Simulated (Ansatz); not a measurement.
Consider the ligand exchange at a Zn–S bond: `[ZnH][S][GaH2]` + `O[SiH3]` → `[SiH3][O][ZnH]` + `[SH][GaH2]`.

Computed with Ansatz on PBE0-D4/def2-TZVP structures; ΔE is electronic, products minus reactants. CCSD(T)/CBS is the MP2 limit (def2-TZVPP, def2-QZVPP) plus CCSD(T) − MP2 in def2-TZVPP, frozen cores. DFT in def2-TZVPP. HSE06 is defined as in plane-wave codes. For Ga, Zn outer-core shells are correlated without core-valence functions, which leaves a few kJ/mol of doubt a bond. Scalar relativity is left out up to krypton.

```json
{"level": "r2SCAN0-D4", "ΔE (kJ/mol)": "36.2"}
{"level": "BHLYP-D4", "ΔE (kJ/mol)": "30.3"}
{"level": "ωB97M-V", "ΔE (kJ/mol)": "32.0"}
{"level": "HSE06", "ΔE (kJ/mol)": "38.3"}
```

(1) What does CCSD(T)/CBS give? (Best estimate.)

Largest T1 diagnostic among the species: 0.016.

Answers

(1) Ansatz gave: +33.0 kJ/mol. The listed levels differ from it by 3.2, -2.7, -1.0, 5.3 kJ/mol.

From r2SCAN to r2SCAN0 (25 % exact exchange), in def2-TZVPP and without D4, ΔE moves by +3.3 kJ/mol. Leaving LDA and LC-ωPBE aside and taking each functional with its dispersion term where it has one, the values, not all of them listed here, spread over 16.7 kJ/mol, from CAM-B3LYP-D4 to HSE06-D4. At CCSD(T), def2-SVP lies −18.0 kJ/mol from the extrapolated value and def2-TZVPP −6.3 kJ/mol.
